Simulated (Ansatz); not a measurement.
`O=C[SiH2][SiH2][AlH2]` and `O=C[SiH2]CS` differ in one atom or group.

Ansatz, PBE0-D4/def2-TZVP geometries, multiplicity 1. Each molecule was computed in one conformer, which needn't be the lowest.

```
                                          property  `O=C[SiH2][SiH2][AlH2]`
             LUMO energy (ωB97M-V/def2-TZVPP) / eV                    -0.79
               HOMO–LUMO gap (PBE/def2-TZVPP) / eV                     2.40
  size of the dipole moment (B3LYP/def2-TZVPP) / D                     2.57
                 LUMO energy (PBE/def2-TZVPP) / eV                    -3.19
           HOMO–LUMO gap (ωB97M-V/def2-TZVPP) / eV                     8.24
size of the dipole moment (ωB97M-V/def2-TZVPP) / D                     2.66
```

What does the change do to each property? (An estimate is asked.)

Ansatz gave: 
```tsv
property	`O=C[SiH2]CS`	shift
LUMO energy (ωB97M-V/def2-TZVPP) / eV	0.57	1.36
HOMO–LUMO gap (PBE/def2-TZVPP) / eV	2.69	0.29
size of the dipole moment (B3LYP/def2-TZVPP) / D	2.32	-0.25
LUMO energy (PBE/def2-TZVPP) / eV	-2.89	0.30
HOMO–LUMO gap (ωB97M-V/def2-TZVPP) / eV	9.59	1.35
size of the dipole moment (ωB97M-V/def2-TZVPP) / D	2.33	-0.33
```

With PBE0 the HOMO rises by 0.09 eV and the LUMO rises by 0.70 eV, so the gap widens by about 0.61 eV. PBE moves the HOMO by 0.01 eV and ωB97M-V by 0.00 eV. Dipoles are sizes alone; their direction can turn.

B3LYP here is the variant with VWN-RPA as its local correlation; programs differ in this.
